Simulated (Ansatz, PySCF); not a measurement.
Mo(O)2(F)(NH2) (FH₂MoNO₂), SMILES [O]=[Mo]([NH2])(=[O])[F], multiplicity 1. Atoms are numbered in the order given.

```xyz
7

Mo     0.0424     0.0376     0.0000
O      0.9858     0.1950     1.3875
O      0.9858     0.1950    -1.3875
F     -1.3133     1.3137     0.0000
N     -0.7210    -1.7281     0.0000
H     -0.8465    -2.2893     0.8414
H     -0.8465    -2.2893    -0.8414
```

Coordinates come from a B3LYP-D3(BJ)/def2-SVP optimisation. The spin state was assumed, not searched. The structure was generated by enumeration; whether it is a known compound was not checked. The def2 effective core potentials stand for the cores of Mo; spin–orbit coupling is left out. Other conformers were not sampled.

Two levels are set side by side: PBE-D3(BJ)/def2-SVP (Ansatz, a first-principles code) and B3LYP-D3(BJ)/def2-SVP (Ansatz). Each level has its own optimised geometry; the coordinates shown are those of the second. Frequencies come from the Hessian of PySCF at each geometry. Differences are taken from unrounded values.

```csv
quantity,B3LYP-D3(BJ),PBE-D3(BJ),PBE-D3(BJ) minus B3LYP-D3(BJ)
mean bond length (Å),1.532,1.541,0.008
bond Mo1–O2 (Å),1.685,1.698,0.013
bond Mo1–O3 (Å),1.685,1.698,0.013
bond Mo1–F4 (Å),1.862,1.867,0.006
bond Mo1–N5 (Å),1.924,1.929,0.005
bond N5–H6 (Å),1.019,1.026,0.007
bond N5–H7 (Å),1.019,1.026,0.007
highest harmonic wavenumber (cm⁻¹),3631,3564,-67
mean harmonic wavenumber (cm⁻¹),999,972,-27
zero-point energy (kcal/mol),21.42,20.83,-0.58
```

Exact exchange shortens and stiffens bonds; PBE has none. Differences between two approximate levels are no errors against the true value.
